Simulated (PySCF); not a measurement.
Compound: C6H9F3O2.
Atom-mapped SMILES: `[CH3:1][CH2:2][O:3][C:4]1([O:5][C:6]([F:7])([F:8])[F:9])[CH2:10][CH2:11]1`

Structure used (GFN2-xTB), in Å, numbered top down from 1:
```xyz
20
C6H9F3O2 angstrom
C      2.5272    1.0713   -0.8395
C      1.5780    0.3197    0.0749
O      0.3348    0.1537   -0.6202
C     -0.6081   -0.5611    0.0458
O     -1.1452    0.1174    1.2022
C     -1.7603    1.2635    0.9794
F     -2.3959    1.6390    2.0896
F     -2.6810    1.2167    0.0039
F     -0.9424    2.2773    0.6558
C     -1.5395   -1.4443   -0.7173
C     -0.5277   -2.0457    0.2234
H      3.4754    1.2280   -0.3334
H      2.0961    2.0327   -1.1031
H      2.6958    0.5041   -1.7506
H      1.9782   -0.6679    0.3377
H      1.4043    0.8833    0.9991
H     -1.3658   -1.5261   -1.7780
H     -2.5781   -1.4502   -0.4283
H     -0.8771   -2.4521    1.1578
H      0.3261   -2.5486   -0.2024
```

NICS = −σ at a ghost point: NICS(0) at the centroid of the ring atoms, NICS(1) 1 Å to either side along the normal of their mean plane, zz for the tensor component along that normal. Level: GIAO PBE0/pcSseg-1 (PySCF, non-relativistic, gas phase) on the GFN2-xTB geometry, one conformer.

Ring bond lengths (Å), with Mayer bond orders in brackets: C4–C10 1.493 (0.96), C10–C11 1.507 (0.96), C11–C4 1.497 (0.96).

Q: What do the NICS probes read (ppm)?

A: 
| ring | type | NICS(0) | NICS(1), two faces | NICS(1)zz, two faces | rms pucker (Å) | centre to ring atoms, mean (Å) |
| --- | --- | --- | --- | --- | --- | --- |
| C4–C10–C11 | 3-membered carbocycle; formal bonds all single | -36.6 | -7.2 / -7.3 | -16.1 / -16.7 | 0.00 | 0.87 |

Q: What can be read from them?

A: 
- C4–C10–C11: mean NICS(1)zz -16.4 ppm, shielded. C4, C10, C11 have four or more neighbours; no verdict on aromaticity is drawn. NICS(0) lies 29 ppm below the mean NICS(1).

Q: How shielded are the nuclei of the rings and their hydrogens (means over atoms taken as equivalent)?

A: 
```csv
atoms,environment,σ isotropic (ppm)
C4,sp3 carbon bearing two oxygens,91.7
C10 (×2),three-membered-ring carbon,171.0
H17 (×2),methylene hydrogen,30.57
H18 (×2),methylene hydrogen,30.45
```
